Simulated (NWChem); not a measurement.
The numbers come from NWChem runs, not from measurements. System: H3P2, charge 0, spin multiplicity 2, at a geometry optimised with UPBE0/def2-SVP. The structure started from a generated list of species. Its SCF solution wasn't tested for a lower state. Level: UMP2/cc-pVTZ, 10 core orbitals frozen.

Part of the output:

```
             Northwest Computational Chemistry Package (NWChem) 7.3.0
             --------------------------------------------------------

                                NWChem Input Module
                                -------------------

 Scaling coordinates for geometry "geometry" by  1.889725989
 (inverse scale =  0.529177249)

                             Geometry "geometry" -> ""
                             -------------------------

 Output coordinates in angstroms (scale by  1.889725989 to convert to a.u.)

  No.       Tag          Charge          X              Y              Z
 ---- ---------------- ---------- -------------- -------------- --------------
    1 P                   15.0000     0.96585600    -0.43115900     0.42812100
    2 P                   15.0000    -0.88876700     0.31409300    -0.46963700
    3 H                    1.0000     1.68930300     0.73361200     0.01011600
    4 H                    1.0000    -1.06349800     1.50305600     0.30471100
    5 H                    1.0000    -1.78213200    -0.48066900     0.30791000

 Effective nuclear repulsion energy (a.u.)      80.2760375981

            Nuclear Dipole moment (a.u.)
            ----------------------------
        X                 Y               Z
 ---------------- ---------------- ----------------
     0.0000151178     0.0000170075    -0.0000056692


 Summary of "ao basis" -> "" (spherical)
 ------------------------------------------------------------------------------
       Tag                 Description            Shells   Functions and Types
 ---------------- ------------------------------  ------  ---------------------
 *                          cc-pvtz                   on all atoms

 Summary of "ao basis" -> "ao basis" (spherical)
 ------------------------------------------------------------------------------
       Tag                 Description            Shells   Functions and Types
 ---------------- ------------------------------  ------  ---------------------
 P                          cc-pvtz                 12       34   5s4p2d1f
 H                          cc-pvtz                  6       14   3s2p1d

                                 NWChem SCF Module
                                 -----------------

  ao basis        = "ao basis"
  functions       =   110
  atoms           =     5
  alpha electrons =    17
  beta  electrons =    16
  charge          =   0.00
  wavefunction    = UHF
  use symmetry    = F
  symmetry adapt  = F

 Summary of "ao basis" -> "ao basis" (spherical)
 ------------------------------------------------------------------------------
       Tag                 Description            Shells   Functions and Types
 ---------------- ------------------------------  ------  ---------------------
 P                          cc-pvtz                 12       34   5s4p2d1f
 H                          cc-pvtz                  6       14   3s2p1d

 Forming initial guess at       0.1s

 Starting SCF solution at       0.2s

 ----------------------------------------------
         Quadratically convergent UHF

 Convergence threshold     :          1.000E-07
 Maximum no. of iterations :          100
 Integral*density screening:          1.000E-09
 ----------------------------------------------

              iter       energy          gnorm     gmax       time
             ----- ------------------- --------- --------- --------
                 1     -683.2126149006  4.94D-01  8.89D-02      6.2
                 2     -683.2284022589  2.17D-02  6.99D-03      7.3
                 3     -683.2286896381  5.79D-04  1.98D-04      9.4
                 4     -683.2286898877  6.82D-07  3.19D-07     13.1
                 5     -683.2286898877  4.42D-09  1.18D-09     15.6

       Final UHF  results
       ------------------

         Total SCF energy =   -683.228689887704
      One electron energy =  -1105.181235513608
      Two electron energy =    341.676508027770
 Nuclear repulsion energy =     80.276037598134

                       Sz =      0.5000
                 Sz(Sz+1) =      0.7500
                      S^2 =      0.7708

        Time for solution =     15.5s

          Final alpha eigenvalues
          -----------------------
[...]
          87.505128434011          75.024146592025         -88.869912938948
          75.024146592025         261.566614969121          35.657894666081
         -88.869912938948          35.657894666081         258.429534988110

  Mulliken analysis of the total density
  --------------------------------------

    Atom       Charge   Shell Charges
 -----------   ------   -------------------------------------------------------
    1 P   15    15.03   2.00  1.91  1.09  0.16  0.62  5.75  1.84  0.54  0.98  0.10  0.04  0.01
    2 P   15    15.04   2.00  1.91  1.04  0.15  0.54  5.75  1.94  0.55  0.94  0.14  0.07  0.02
    3 H    1     0.98   0.23  0.53  0.19  0.00  0.02  0.00
    4 H    1     0.97   0.24  0.53  0.18  0.00  0.02  0.00
    5 H    1     0.97   0.24  0.53  0.18  0.00  0.02  0.00

  Mulliken analysis of the alpha density
  --------------------------------------

    Atom       Charge   Shell Charges
 -----------   ------   -------------------------------------------------------
    1 P   15     8.04   1.00  0.96  0.56  0.08  0.32  2.88  1.20  0.31  0.66  0.05  0.02  0.00
    2 P   15     7.50   1.00  0.95  0.52  0.08  0.27  2.87  0.96  0.27  0.45  0.07  0.04  0.01
    3 H    1     0.47   0.11  0.25  0.09  0.00  0.01  0.00
    4 H    1     0.51   0.12  0.28  0.09  0.00  0.01  0.00
    5 H    1     0.49   0.12  0.27  0.09  0.00  0.01  0.00

   Mulliken analysis of the beta density
   -------------------------------------

    Atom       Charge   Shell Charges
 -----------   ------   -------------------------------------------------------
    1 P   15     7.00   1.00  0.95  0.53  0.08  0.30  2.87  0.64  0.23  0.32  0.04  0.02  0.01
    2 P   15     7.54   1.00  0.95  0.52  0.08  0.27  2.87  0.98  0.28  0.49  0.07  0.03  0.01
    3 H    1     0.51   0.12  0.28  0.10  0.00  0.01  0.00
    4 H    1     0.46   0.11  0.25  0.09  0.00  0.01  0.00
    5 H    1     0.48   0.12  0.26  0.09  0.00  0.01  0.00

   Mulliken analysis of the spin density
   -------------------------------------

    Atom       Charge   Shell Charges
 -----------   ------   -------------------------------------------------------
    1 P   15     1.04   0.00  0.00  0.03 -0.00  0.02  0.00  0.55  0.08  0.34  0.01  0.00 -0.00
    2 P   15    -0.04  -0.00  0.00  0.00  0.00 -0.00 -0.00 -0.02 -0.00 -0.03  0.01  0.00  0.00
    3 H    1    -0.04  -0.01 -0.03 -0.01  0.00  0.00  0.00
    4 H    1     0.04   0.01  0.03  0.01 -0.00 -0.00  0.00
    5 H    1     0.01   0.00  0.00  0.00 -0.00 -0.00  0.00

       Multipole analysis of the density wrt the origin
       ------------------------------------------------

     L   x y z        total         alpha         beta         nuclear
     -   - - -        -----         -----         ----         -------
     0   0 0 0     -0.000000    -17.000000    -16.000000     33.000000

     1   1 0 0     -0.085835     -0.838447      0.752596      0.000015
     1   0 1 0      0.244393      0.388799     -0.144423      0.000017
     1   0 0 1      0.165385     -0.261339      0.426730     -0.000006

     2   2 0 0    -20.845574    -71.763523    -66.936229    117.854178
     2   1 1 0      0.969544     19.131352     17.322014    -35.483822
     2   1 0 1     -1.032429    -21.814703    -20.669961     41.452235
     2   0 2 0    -21.181334    -24.680573    -22.557725     26.056964
     2   0 1 1      0.610419      8.352874      8.913177    -16.655632
     2   0 0 2    -23.063233    -24.756284    -20.609878     22.302929

                   NWChem MP2 Semi-direct Energy/Gradient Module
                   ---------------------------------------------

  Basis functions       =    110
  Molecular orbitals    =    110
  Frozen core           =     10
  Frozen virtuals       =      0
  Active alpha occupied =      7
  Active beta occupied  =      6
  Active alpha virtual  =     93
  Active beta virtual   =     94
  Use MO symmetry       = F
  Use skeleton AO sym   = F

  AO/Fock/Back tols     =   1.0D-09  1.0D-09  1.0D-09

 GA uses MA = F    GA memory limited = T

 Available:
  local mem=  1.26D+08
 global mem=  1.44D+08
 local disk=  0.00D+00
  mp2_memr nvloc                    93
  nvloc new                    93
   1 passes of   7:        4194304                      57220                  13409620.
   1 passes of   7: M    126139842           G      144155000           F     121945538.

 Semi-direct pass number   1 of   1  for UHF alpha       at       15.9s
  vrange nnbf                  6049
  mp2_eaftype                    51  avail_ma_in_mb                  1099
 EAF : mp2_eaftype filesize          51    6704810.
  mp2_eaf for mointskh                     51
Node 0 wrote     31.5 Mb in      0.1 s     Agg I/O rate:   294.6 Mb/s
 Done moints_semi at       35.8s
  mp2_eaftype                    51  avail_ma_in_mb                  1048
 EAF : mp2_eaftype filesize          51    6704810.
  mp2_eaf for kh                    51
 Done maket at       36.2s
 Done multipass loop at       36.2s

 GA uses MA = F    GA memory limited = T

 Available:
  local mem=  1.26D+08
 global mem=  1.44D+08
 local disk=  0.00D+00
  mp2_memr nvloc                    94
  nvloc new                    94
   1 passes of   6:        4194304                      52872                  11620326.
   1 passes of   6: M    126139842           G      144155000           F     121945538.

 Semi-direct pass number   1 of   1  for UHF beta        at       36.3s
  vrange nnbf                  6049
  mp2_eaftype                    44  avail_ma_in_mb                  1099
 EAF : mp2_eaftype filesize          44    5810163.
  mp2_eaf for mointskh                     44
Node 0 wrote     27.3 Mb in      0.1 s     Agg I/O rate:   314.6 Mb/s
 Done moints_semi at       58.0s
  mp2_eaftype                    44  avail_ma_in_mb                  1055
 EAF : mp2_eaftype filesize          44    5810163.
  mp2_eaf for kh                    44
 Done maket at       58.4s
 Done multipass loop at       58.4s

          -------------------------------------------
          SCF energy                -683.228689887704
          Correlation energy          -0.287450240850
          Singlet pairs                0.000000000000
          Triplet pairs                0.000000000000
          Total MP2 energy          -683.516140128554
          -------------------------------------------

          ---------------------------------------------------
                    Spin Component Scaled (SCS) MP2
          Same spin pairs                     -0.057405218848
          Same spin scaling factor             0.333333333333
          Opposite spin pairs                 -0.230045022001
          Opposite spin scaling fact.          1.200000000000
          SCS-MP2 correlation energy          -0.295189099351
          Total SCS-MP2 energy              -683.523878987056
          ---------------------------------------------------

 -----------------------
 Performance information
 -----------------------

 Timer overhead =  1.50D-07 seconds/call

               Nr. of calls         CPU time (s)                 Wall time (s)                GFlops
             ---------------    -------------------     ------------------------------   -------------------
Name         Min   Avg   Max    Min     Avg     Max     Min     Avg     Max   Mx/calls   Min     Max     Sum
mp2: moin     2     2     2    42.     42.     42.      42.     42.     42.     21.      0.0     0.0     0.0
mp2: make     2     2     2   0.66    0.66    0.66     0.66    0.66    0.66    0.33      0.0     0.0     0.0
mp2: tota     1     1     1    43.     43.     43.      43.     43.     43.     43.      0.0     0.0     0.0

 The average no. of pstat calls per process was 5.00D+00
 with a timing overhead of 7.48D-07s

 Task  times  cpu:       58.3s     wall:       58.3s

 Total times  cpu:       58.4s     wall:       58.4s
```

### Question
Write an NWChem input that would produce this output.

### Answer
This is not unique; one that fits is 
```
start mol
memory heap 200 mb stack 900 mb global 1100 mb
geometry units angstroms nocenter noautoz noautosym
  P      0.965856    -0.431159     0.428121
  P     -0.888767     0.314093    -0.469637
  H      1.689303     0.733612     0.010116
  H     -1.063498     1.503056     0.304711
  H     -1.782132    -0.480669     0.307910
end
basis spherical
  * library cc-pvtz
end
scf
  uhf
  nopen 1
  maxiter 100
  thresh 1e-7
  semidirect memsize 60000000 filesize 0
  # guess.movecs holds the orbitals of an unrestricted PBE0 run
  vectors input guess.movecs output mol.movecs
end
mp2
  freeze core 10
end
task mp2 energy
```
